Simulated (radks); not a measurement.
Results of a calculation; reference values are marked as such.
Task: Rb IV, configuration [Ar] 3d10 4s2 4p2 5p2 (not the ground configuration). Code: a radial shooting solver on a logarithmic mesh with Libxc functionals. Model: scalar-relativistic Kohn-Sham, BLYP, spin-unpolarised, spherical densities, finite nucleus; Fermi nuclear charge, rms radius 4.2036 fm. Some entries of the table are withheld. Estimate them.

orbital  occ.  eigenvalue (eV)  <1/r> (bohr^-1)
1s          2        -15090.61              (1)
2s          2              (2)            8.433
2p          6              (3)            8.242
3s          2        -349.3681            2.811
3p          6        -276.3406            2.659
3d         10        -155.4349            2.400
4s          2         -76.0833            1.003
4p          2         -57.7124           0.8917
4d          0         -31.7013           0.6697
5s          0         -26.3559           0.4415
5p          2         -21.1431           0.3904

Result: 
(1) 1s <1/r> (bohr^-1): 37.88
(2) 2s eigenvalue (eV): -2061.253
(3) 2p eigenvalue (eV): -1833.710
